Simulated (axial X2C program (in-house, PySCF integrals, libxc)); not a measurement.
## Ionising IF

Computed with an axial X2C code built on PySCF integrals, spin-free (one-electron X2C) or two-component (2c: spin–orbit coupling with atomic mean-field Coulomb and Gaunt terms, which also bring small scalar terms), in Dyall basis sets with cores contracted in-house; open shells are unrestricted.

Basis sets: F dyall-av3z, I dyall-cv3z.

| Hamiltonian | level | IF state | Re (Å) | ωe (cm⁻¹) | De (eV) |
| --- | --- | --- | --- | --- | --- |
| spin-free | PBE0 | M_S = 0, Λ = 0 | 1.904 | 635.3 | 2.92 |
| 2c | PBE0 | Ω = 0 | 1.914 | 617.1 | 2.74 |

Adiabatic ionisation energy (minimum to minimum, no zero-point term) and constants of IF⁺:

```csv
Hamiltonian,level,IF⁺ state,IE (eV),Re (Å),ωe (cm⁻¹),De (eV),fragments
spin-free,PBE0,"M_S = 1/2, Λ = 1",10.69,1.832,731.9,2.77,I+ + F
2c,PBE0,Ω = 3/2,10.36,1.840,716.7,2.75,I+ + F
```

Add the zero-point terms to the ionisation energy at PBE0, 2c, and say whether the electron removed was bonding.

IE0 = IE + (ωe⁺ − ωe)/2 = 10.36 + (0.006) = 10.37 eV. Re changes by -0.074 Å, so the bond shortens, as on loss of an antibonding or a polarising non-bonding electron.

Close the cycle De(IF⁺) + IE(IF) = De(IF) + IE(I) to find the atomic ionisation energy at PBE0, 2c.

IE(I) = 2.75 + 10.36 − 2.74 = 10.37 eV, for the determinants used.

Each entry is the lowest single determinant of a limited PBE0 search at one distance. De goes to single-determinant-based atoms at the same level (for ions the charge split of lowest energy) and is withheld (n/a) where an atom does not fit its ground term or J level. Main or longest-lived isotopes. Some light 2c atoms are not at their ground J level, so De misses part of their lowering (0.04 eV or less). The functionals have no current term, which raises determinants with orbital currents.
